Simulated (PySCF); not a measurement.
H3NSeZn, SMILES [Zn]([NH2])[SeH]. Geometry optimised at B3LYP-D3(BJ)/def2-SVP. The structure was generated by enumeration; whether it is a known compound was not checked. One conformer was computed; it need not be the lowest.

All values below come from PySCF with B3LYP-D3(BJ)/def2-SVP.

Harmonic wavenumbers (cm⁻¹): 110, 111, 156, 267, 413, 582, 670, 734, 1534, 2396, 3512, 3597. Rotational constants (GHz): 129.5, 1.506, 1.501; symmetry number 1.

Question: Work out the zero-point energy and the ideal-gas rigid-rotor harmonic-oscillator thermochemistry at 298.15 K and 1 atm.

Answer: ZPE = ½ Σ hcν = ½ × 14080 cm⁻¹ = 84.22 kJ/mol. H − E(el) = 102.60 kJ/mol. Entropy in J/(mol K): translation 172.15, rotation 102.55, vibration 53.42, total 328.12. G − E(el) = 4.77 kJ/mol. Cp = 82.41 J/(mol K). Modes under 150 cm⁻¹ make the vibrational entropy uncertain.
